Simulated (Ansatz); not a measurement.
```yaml
crystal:
  periodic: [false, false, false]
  atoms:
    - {symbol: Sm, position_ang: [0.001959, -0.077364, -0.024390]}
    - {symbol: O, position_ang: [0.403972, 0.036308, 2.382111]}
    - {symbol: H, position_ang: [0.367795, 0.829018, 3.014222]}
    - {symbol: H, position_ang: [0.338370, -0.452848, 3.247485]}
    - {symbol: O, position_ang: [-0.117499, -0.199720, -2.488899]}
    - {symbol: H, position_ang: [-0.255014, 0.548649, -2.797645]}
    - {symbol: H, position_ang: [-0.345677, -1.073270, -3.073146]}
    - {symbol: O, position_ang: [2.238608, 0.244286, -0.334597]}
    - {symbol: H, position_ang: [3.175658, 0.087820, 0.739730]}
    - {symbol: H, position_ang: [3.034659, 0.242508, -1.140800]}
    - {symbol: O, position_ang: [-2.092923, -0.294865, 0.086275]}
    - {symbol: H, position_ang: [-3.034905, -0.214736, 1.114583]}
    - {symbol: H, position_ang: [-3.084705, -0.268495, -0.492965]}
    - {symbol: O, position_ang: [-0.332018, 2.690859, -0.199145]}
    - {symbol: H, position_ang: [-1.134236, 2.986305, -0.173467]}
    - {symbol: H, position_ang: [0.377617, 2.932342, -0.350005]}
    - {symbol: O, position_ang: [0.180416, -2.333884, 0.060696]}
    - {symbol: H, position_ang: [-0.640525, -3.112743, 0.466224]}
    - {symbol: H, position_ang: [0.958162, -2.958845, 0.178422]}
basis:
  gaussian: {orbitals: def2-TZVP, fitting: {mean_field: def2-universal-jkfit}}
total_charge: 3
magnetization: {spin_polarized: true, initial_magnetization: 5}
hamiltonian: {xc: {name: r2SCANh}, dispersion: d3bj}
output: {forces: true}
```

```sh
$ ansatz run in.yaml --threads 4 --pin off --events-out ev --progress --plain --max-ram 9574MiB
```

Output, abridged:

```
Warning: the engine holds no damping parameters fitted to this dispersion correction and functional, so the run takes those fitted to r2scanh beside the three-body term, which d3bj leaves out (hamiltonian.dispersion, under Limitations)
Functional definition: r2SCANh
basis functions trapped inside cores are left out: 1
1116 factors; integrals over basis functions are off by at most 7.0e0 eV
mean field evaluation 1: about -30277.3143 eV, gradient 1.5e2 eV
mean field evaluation 2: about -30010.2008 eV, gradient 3.0e2 eV
mean field evaluation 4: about -30281.9228 eV, gradient 1.6e2 eV
mean field evaluation 8: about -30286.2373 eV, gradient 1.5e2 eV
mean field evaluation 16: about -30348.0217 eV, gradient 1.0e-1 eV
mean field evaluation 32: about -30348.0251 eV, gradient 5.9e-6 eV
mean field -30348.02507042 eV, -1115.2693507078 hartree, gradient 5.9e-6 eV, S^2 8.763786; 6 other end points of the search recorded, 0 dependent functions left out
reference -30348.02509264 eV, -1115.2693515243 hartree; 48, 43 occupied and 302, 307 virtual orbitals, 1116 factors
Total energy: -30348.15239153 eV, -1115.2740296721 hartree
Atom 0 at     0.001959    -0.077364    -0.024390 Å, force     2.018485     1.265952    -0.422636 eV/Å
Atom 1 at     0.403972     0.036308     2.382111 Å, force    -0.456534     1.296543     3.439080 eV/Å
Atom 2 at     0.367795     0.829018     3.014222 Å, force     0.238459     0.353552    -2.210437 eV/Å
Atom 3 at     0.338370    -0.452848     3.247485 Å, force     0.148149    -1.573043    -1.464982 eV/Å
Atom 4 at    -0.117499    -0.199720    -2.488899 Å, force     1.457524   -14.123711     4.846906 eV/Å
Atom 5 at    -0.255014     0.548649    -2.797645 Å, force    -2.272483    10.596402    -5.963018 eV/Å
Atom 6 at    -0.345677    -1.073270    -3.073146 Å, force     0.748051     3.734175     1.470701 eV/Å
Atom 7 at     2.238608     0.244286    -0.334597 Å, force     7.273415    -0.717983     1.065101 eV/Å
Atom 8 at     3.175658     0.087820     0.739730 Å, force    -3.596109     0.698802    -4.055609 eV/Å
Atom 9 at     3.034659     0.242508    -1.140800 Å, force    -3.350625     0.060711     3.034696 eV/Å
Atom 10 at    -2.092923    -0.294865     0.086275 Å, force   -10.798547     0.328081     2.083296 eV/Å
Atom 11 at    -3.034905    -0.214736     1.114583 Å, force     3.998171    -0.311866    -3.132899 eV/Å
Atom 12 at    -3.084705    -0.268495    -0.492965 Å, force     4.319929    -0.194756     1.233970 eV/Å
Atom 13 at    -0.332018     2.690859    -0.199145 Å, force   -11.874965   -13.562734     4.453963 eV/Å
Atom 14 at    -1.134236     2.986305    -0.173467 Å, force    -6.320958     4.233637    -0.157339 eV/Å
Atom 15 at     0.377617     2.932342    -0.350005 Å, force    18.386687     8.603549    -4.312220 eV/Å
Atom 16 at     0.180416    -2.333884     0.060696 Å, force    -2.481065    -5.242203     2.457316 eV/Å
Atom 17 at    -0.640525    -3.112743     0.466224 Å, force     3.262260     3.497827    -1.916058 eV/Å
Atom 18 at     0.958162    -2.958845     0.178422 Å, force    -0.699845     1.057064    -0.449831 eV/Å
Dipole moment:    -0.396407    -0.588124     0.612460 e Å
```

Hardware: 4 threads of Intel Xeon on a shared host. Wall time 4.4 min, peak host memory 1.8 GiB.

In the def2 sets Sm takes a core potential; there is no spin–orbit coupling. With an open 4f shell the SCF may have ended on a state above the lowest.

The dipole of an ion depends on the origin.
